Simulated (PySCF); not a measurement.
F₂Re, SMILES [F][Re][F] (connectivity only; charge and spin as stated), neutral, multiplicity 6. Atoms are numbered in the order given.

```xyz
3

Re     0.0000     0.0000     0.0000
F      0.0000     0.0000    -1.9296
F      0.0000     0.0000     1.9296
```
Charge 0, spin multiplicity 6.

Coordinates come from a B3LYP-D3(BJ)/def2-TZVP optimisation. The multiplicity is an assumed one; other spin states were not compared. The def2 effective core potentials stand for the cores of Re; spin–orbit coupling is left out.

All values below come from PBE/def2-TZVPD run with PySCF.

Mulliken values depend strongly on the basis, most of all with diffuse functions as here. ESP charges are fitted to the potential on shells at 1.4 to 2.0 van der Waals radii. Atomic charges (e):

```tsv
atom	Mulliken	ESP fit	Mulliken spin
Re1	0.95	0.79	4.90
F2	-0.47	-0.40	0.05
F3	-0.47	-0.40	0.05
```
